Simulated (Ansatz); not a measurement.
Compare A (`[OH][GeH]`) with its isomer B (`[O]=[GeH2]`).

Isolated molecules relaxed with PBE0-D4/def2-TZVP in Ansatz; ΔE leaves out vibrations. CBS: MP2 limit from def2 TZ/QZ plus the TZ coupled-cluster correction, frozen cores. DFT in def2-TZVPP. B3LYP here is the variant with VWN-RPA as its local correlation; programs differ in this. For Ge outer-core shells are correlated without core-valence functions, which leaves a few kJ/mol of doubt a bond. Scalar relativity is left out up to krypton.

Task: Which isomer does CCSD(T)/CBS put lower? Give the gap. (An estimate is asked.)

Result: Ansatz gave: A, by 26.5 kcal/mol.

Task: Give E(B) − E(A) in kcal/mol with CCSD(T)/def2-TZVPP, BLYP-D4, MP2/def2-TZVPP, PBE0-D4, B3LYP-D4, CCSD(T)/def2-SVP, HF/def2-TZVPP. (Best estimate.)

Result: Ansatz gave: CCSD(T)/def2-TZVPP 24.8, BLYP-D4 26.6, MP2/def2-TZVPP 21.1, PBE0-D4 28.2, B3LYP-D4 29.0, CCSD(T)/def2-SVP 23.9, HF/def2-TZVPP 35.2. None reverses the order clearly.

Task: Does the order hold for the free energy at 298.15 K (harmonic terms from PBE0-D4)? (An estimate is asked.)

Result: Computed: Yes: G(B) − G(A) = +24.9 kcal/mol.

Largest T1 diagnostic: 0.022.

From r2SCAN to r2SCAN0 (25 % exact exchange), in def2-TZVPP and without D4, E(B) − E(A) moves by +3.1 kcal/mol. At CCSD(T), def2-SVP lies −2.7 kcal/mol from the extrapolated value and def2-TZVPP −1.7 kcal/mol.
